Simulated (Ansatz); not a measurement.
Basis sets compared for the cluster Ag2Au4⁺. The state is a doublet with charge 1. Geometry PBE-D4/def2-SVP. Ansatz on 4 threads of Arm Neoverse V2 on a shared host; times are rough, and most runs start from earlier orbitals.

```xyz
6

Au    1.226   -1.039   -0.093
Au   -2.359    2.020    0.171
Au   -0.668    0.408    1.410
Au    1.299   -0.765   -2.722
Ag    1.072   -1.312    2.618
Ag   -0.570    0.688   -1.384
```

In the def2 sets Ag, Au take a core potential; there is no spin–orbit coupling. No other spin state of charge 1 was run. Another isomer (doublet) lies 0.26 eV lower at PBE0-D4/def2-TZVP; other spin states weren't run for this one.

```tsv
level	functions	energy (Eh)	HOMO (eV)	LUMO (eV)	wall time
PBE-D4/def2-SVP	190	-836.9574	-10.07	-9.87	9.5 s
PBE0-D4/def2-SVP	190	-836.7236	-10.58	-9.09	15 s
```

(1) Estimate the rows for PBE-D4/def2-TZVP (with forces), PBE0-D4/def2-TZVP.

Answers

(1) 
```tsv
level	functions	energy (Eh)	HOMO (eV)	LUMO (eV)	wall time
PBE-D4/def2-TZVP (with forces)	240	-837.0646	-10.04	-9.87	13 s
PBE0-D4/def2-TZVP	240	-836.8266	-10.55	-9.08	21 s
```
